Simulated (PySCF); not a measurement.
C₆H₇O (doublet state).
Numbering: `[CH2:1]=[CH:2][CH:3][C:4](=[O:5])[CH:6]=[CH2:7]` (hydrogens: H8, H9 on C1; H10 on C2; H11 on C3; H12 on C6; H13, H14 on C7)

Structure used (GFN2-xTB), in Å, numbered top down from 1:
```xyz
14
C6H7O angstrom
C     -2.9751    0.1305    0.7309
C     -1.8878    0.0719   -0.0801
C     -0.5714    0.0278    0.3799
C      0.5489   -0.0331   -0.5350
O      0.4043   -0.0478   -1.7546
C      1.8851   -0.0760    0.1033
C      2.9991   -0.1322   -0.6157
H     -2.8703    0.1468    1.8032
H     -3.9747    0.1620    0.3358
H     -2.0147    0.0576   -1.1553
H     -0.3768    0.0385    1.4426
H      1.9100   -0.0596    1.1839
H      2.9447   -0.1474   -1.6923
H      3.9780   -0.1643   -0.1686
```

The hyperfine couplings belong to this conformer and change with its torsions.

Theory: UKS B3LYP, pcH-1 on C H O, non-relativistic, mean-field spin-orbit, GIAO in PySCF 2.14.0. One conformer (not necessarily the lowest) at the GFN2-xTB geometry, without solvent, vibrations or thermal averaging. Couplings are sensitive to structure, and on GFN2-xTB geometries they can be far from those on DFT ones. Stability of the SCF solution: not tested. ⟨S²⟩ is 0.778 where a pure state has 0.75.

(1) The isotropic 13C couplings are +47.9, +43.9, -40.5, -27.6, -2.7, +0.7 MHz. Assign them to C1; C2; C3; C4; C6; C7.

## Answers

(1) 
| site | a_iso (MHz) | ρ(0) (bohr⁻³) | position | distance from C3 (Å) | spin population | largest \|T\| (MHz) |
| --- | --- | --- | --- | --- | --- | --- |
| C1 | +43.9 | +0.0391 | a main spin site | 2.43 | +0.55 | 82.3 |
| C2 | -40.5 | -0.0360 | 1 bond from C1 | 1.40 | -0.22 | 25.2 |
| C3 | +47.9 | +0.0426 | largest spin population | 0.00 | +0.59 | 90.4 |
| C4 | -27.6 | -0.0246 | 1 bond from C3 | 1.45 | -0.07 | 8.2 |
| C6 | -2.7 | -0.0024 | 2 bonds from C3 | 2.47 | -0.01 | 1.3 |
| C7 | +0.7 | +0.0006 | 3 bonds from C3 | 3.71 | +0.02 | 2.3 |

ρ(0) is the spin density at the nucleus and T the dipolar tensor. Largest spin populations (Mulliken): C3 (+0.59), C1 (+0.55), C2 (-0.22) and O5 (+0.21). Three atoms exceed +0.15. The positive populations add up to 1.38 and the negative ones to -0.38, together 2S = 1. The angles at C3 add up to 360.0°, so it is planar. Main spin sites, with 60 % or more of the largest population: C1, C3; positions count bonds from the nearest.

The SMILES `C=C[CH]C(=O)C=C` draws the unpaired electron on C3, whose computed spin population is only +0.59.
